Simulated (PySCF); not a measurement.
## Mayer bond orders and bond lengths

H7NPSi2 (charge -1).
Atom-mapped SMILES: `[SiH3:1][N:2]([SiH3:3])[PH-:4]` (hydrogens: H5, H6, H7 on Si1; H8, H9, H10 on Si3; H11 on P4)

Structure used (GFN2-xTB), in Å, numbered top down from 1:
```xyz
11
H7NPSi2 angstrom
Si    -1.390   -0.905   -0.055
N     -0.086    0.077   -0.520
Si     1.556    0.222   -0.021
P     -0.298    1.837   -0.671
H     -1.926   -0.685    1.311
H     -0.921   -2.300   -0.111
H     -2.498   -0.697   -0.994
H      1.841    0.934    1.238
H      1.991   -1.189    0.289
H      2.368    0.643   -1.165
H     -0.632    2.065    0.673
```

Bond orders from the PBE0/pcSseg-1 density (PySCF). Geometry: GFN2-xTB, one conformer, isolated ion. The pcSseg-1 basis has no diffuse functions, a weakness for an anion. The HOMO energy is positive at this level (+0.18 eV), so the outermost electrons may be held by the finite basis alone.

Question: How far do the computed orders between heavy atoms stray from the drawn ones?

Answer: The largest departure is 0.235, at N2–P4 (drawn single, 0.765). Drawn single, order below 0.88: N2–P4 (0.765). The SMILES, with its formal charges, is one Lewis structure only.

Question: Set the Mayer orders of the bonds beside their lengths.

Answer: 
```csv
bond,drawn as,length (Å),Mayer order
Si1–N2,single,1.697,1.042
N2–Si3,single,1.723,0.953
N2–P4,single,1.779,0.765
Si1–H5,single,1.484,0.876
Si1–H6,single,1.473,0.895
Si1–H7,single,1.467,0.920
Si3–H8,single,1.474,0.881
Si3–H9,single,1.509,0.797
Si3–H10,single,1.464,0.920
P4–H11,single,1.404,0.904
```

By pair of heavy elements: N–Si: lowest N2–Si3 (0.953, 1.723 Å), highest Si1–N2 (1.042, 1.697 Å).

Question: Sum the orders of all bonds at each heavy atom with more than one neighbour and set the sums beside the valence in the SMILES.

Answer: Si1 3.733 (drawn 4), N2 2.760 (drawn 3), Si3 3.551 (drawn 4), P4 1.669 (drawn 2). Orders between atoms that aren't bonded are not in these sums.

For a closed shell the Mayer order of atoms A and B is Σ (PS)μν (PS)νμ over the basis functions μ on A and ν on B, with P the density and S the overlap matrix.
